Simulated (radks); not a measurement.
Results of a calculation; reference values are marked as such.
Species: the phosphorus ion P2+. Configuration: [Ne] 3s2 3p1.

Code: a radial shooting solver on a logarithmic mesh with Libxc functionals. Model: scalar-relativistic Kohn-Sham, BLYP, spin-unpolarised, spherical densities, finite nucleus; Fermi nuclear charge, rms radius 3.1889 fm.

Energy parts (eV):
| part | energy |
|---|---|
| total | -9279.775 |
| kinetic | 9310.349 |
| electron-nucleus | -21836.719 |
| Hartree | 3860.927 |
| exchange-correlation | -614.332 |

Orbitals (lengths in bohr, moments of r in powers of bohr; <r^-3> diverges for s and p1/2; r(90%) holds 90 % of the orbital's charge):
orbital,occ.,eigenvalue (eV),r(90%),<r^2>,<r^-3>
1s,2,-2109.758,0.185,0.01444,-
2s,2,-197.3491,0.817,0.3219,-
2p,6,-148.1243,0.810,0.2945,63.78
3s,2,-33.8369,2.60,3.481,-
3p,1,-24.1625,3.01,4.540,5.602

The highest occupied level is 3p at -24.162 eV. Summed over all electrons, <r^2> = 13.94 bohr^2, which gives a Langevin (diamagnetic) susceptibility term of -11 x 10^-6 cm^3/mol. The density falls to 0.001 e/bohr^3 at r = 3.47 bohr. For comparison, the ionisation energy in NIST's Atomic Spectra Database is 30.203 eV (measured). In exact Kohn-Sham theory the highest level is minus the ionisation energy, but local and semilocal functionals leave it too shallow, through self-interaction and a potential that decays too fast; potentials with the right tail come closer. The electron density at the nucleus is 2399 e/bohr^3 (large components only).

Beside tabulated values, note that spin-unpolarised runs miss the spin-polarisation part of the exchange energy of open shells.
